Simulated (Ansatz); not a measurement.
Reaction (cleavage of the Ga–Zn bond): `[F][Zn][GaH2]` + PH₃ → `[PH2][GaH2]` + `[F][ZnH]`

Gas-phase electronic energies from Ansatz, PBE0-D4/def2-TZVP geometries. CCSD(T)/CBS is the MP2 limit (def2-TZVPP, def2-QZVPP) plus CCSD(T) − MP2 in def2-TZVPP, frozen cores. This one scheme is used for every species. Functionals use def2-TZVPP. For Ga, Zn outer-core shells are correlated without core-valence functions, which leaves a few kJ/mol of doubt a bond. Scalar relativity is left out up to krypton.

CCSD(T)/CBS gives +5.7 kJ/mol.

**Question.** Another level gave +3.7 kJ/mol. Which?
A. BLYP/def2-TZVPP
B. CCSD(T)/def2-TZVPP
C. PBE0/def2-TZVPP
D. B97M-V/def2-TZVPP

**Answer.** C. PBE0 3.7, CCSD(T)/def2-TZVPP -0.5, B97M-V -6.6, BLYP 12.4 kJ/mol.

**Question.** What do rigid-rotor, harmonic-oscillator terms from PBE0-D4/def2-TZVP frequencies (298.15 K, 1 bar) make of the CCSD(T)/CBS value? (Estimate.)

**Answer.** Ansatz gave: ΔZPE = -1.4 kJ/mol, ΔH = +2.2 kJ/mol, ΔS = -3 J/(mol·K), ΔG = +3.0 kJ/mol.

Largest T1 diagnostic among the species: 0.018.

The D4 term adds −4.1 kJ/mol with B3LYP and −2.1 kJ/mol with PBE0; it sums over pairs of atoms, weighted by their polarisabilities, and B3LYP, whose exchange is more repulsive, gets the larger term. At CCSD(T), def2-SVP lies +7.1 kJ/mol from the extrapolated value and def2-TZVPP −6.2 kJ/mol. Leaving LDA and LC-ωPBE aside and taking each functional with its dispersion term where it has one, the values, not all of them listed here, spread over 14.3 kJ/mol, from B97M-V to BHLYP-D4. LDA lies −8.0 kJ/mol from PBE without D4.

B3LYP here is the variant with VWN-RPA as its local correlation; programs differ in this.
